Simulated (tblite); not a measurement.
C₆H₁₁F₂NSi.
Z-matrix (Å and degrees, GFN2-xTB geometry), rows numbered from 1:
```
C 
Si  1  1.8904
C   2  1.9190  1  109.94
C   3  1.5419  2  115.56  1    52.79
C   4  1.5394  3   89.86  2  -109.92
F   5  1.3837  4  112.53  3   109.54
C   5  1.5222  4  117.61  3  -122.41
F   7  1.3721  5  111.10  4   -44.94
C   3  1.4971  2  112.69  1   -47.59
N   9  1.2499  3  139.10  2   -69.90
H   1  1.0868  2  111.76  3   -62.86
H   1  1.0872  2  111.24  3    56.80
H   1  1.0861  2  111.08  3   176.97
H   2  1.4683  1  111.24  3  -117.64
H   2  1.4666  1  112.02  3   117.69
H   3  1.0900  2  109.54  1  -175.18
H   4  1.0880  3  115.00  2   134.74
H   4  1.0873  3  115.89  2     5.88
H   7  1.0937  5  110.43  4    73.69
H   7  1.0933  5  110.04  4  -164.11
H  10  1.0180  9  115.32  3     1.08
```

Computed values, GFN2-xTB/tblite, gas phase, harmonic and unscaled. Against measured fundamentals such values can be off by several per cent, at times by over 20. Modes of hydrogen on silicon can be 10 to 20 % off. One conformer, not necessarily the lowest.

Harmonic wavenumbers (cm⁻¹): 30.1, 45.4, 63.0, 102.4, 113.5, 130.3, 161.2, 222.3, 239.5, 321.2, 355.3, 390.9, 454.6, 528.9, 560.5, 614.7, 626.7, 679.5, 687.0, 757.5, 782.5, 793.7, 824.0, 839.3, 842.3, 906.0, 914.9, 990.3, 1030.2, 1038.9, 1055.3, 1073.8, 1107.6, 1144.1, 1185.4, 1210.2, 1219.9, 1224.9, 1278.4, 1308.7, 1374.5, 1423.8, 1463.0, 1469.0, 1476.3, 1791.2, 2227.9, 2243.1, 2964.9, 2968.8, 2978.4, 3018.4, 3027.7, 3031.8, 3036.2, 3042.8, 3328.4.

A = 1940, B = 702.6, C = 675.6 MHz; mass 163.063 u (most abundant isotopes); point group C1, symmetry number 1.

Zero-point energy?

Half the sum of the wavenumbers: 34361 cm⁻¹ = 411.04 kJ/mol.

Entropy at 273.15 K, 1 bar (ideal gas, RRHO, classical rotation)?

Translation 170.57, rotation 125.41, vibration 154.70: S = 450.7 J/(mol K).

And Cp and H(273.15 K) − H(0)?

Cp = 178.94 J/(mol K), of which vibrations give 145.68 (their classical limit is 57 R = 473.9); H(273.15 K) − H(0) = 30.07 kJ/mol without the zero-point energy, 20.99 from vibrations.

Blend soft modes into free rotors: weight 1/[1 + (100 cm⁻¹/ν̃)⁴] for the oscillator and the rest for a rotor with moment μB/(μ + B), μ = h/(8π²ν), B = 10⁻⁴⁴ kg m². What vibrational entropy results?

137.25 J/(mol K) in place of 154.70, which changes −T·S at 273.15 K by +4.77 kJ/mol.

What must be added to the electronic energy to get the Gibbs energy at 273.15 K and 1 bar?

ZPE + [H(273.15 K) − H(0)] − T·S = 411.04 + 30.07 − 123.10 = 318.01 kJ/mol.

Which modes carry the vibrational entropy at 273.15 K?

30.1 cm⁻¹: 23.64; 45.4 cm⁻¹: 20.23; 63.0 cm⁻¹: 17.52; 102.4 cm⁻¹: 13.55; 113.5 cm⁻¹: 12.71; 130.3 cm⁻¹: 11.61 J/(mol K); the other 51 give 55.44 together.

Hindered rotation and anharmonicity are outside this model. Other conformers, if any are populated, would add a mixing term that is left out. The structure is chiral; the term R ln 2 for an equal mix with its mirror image is left out.
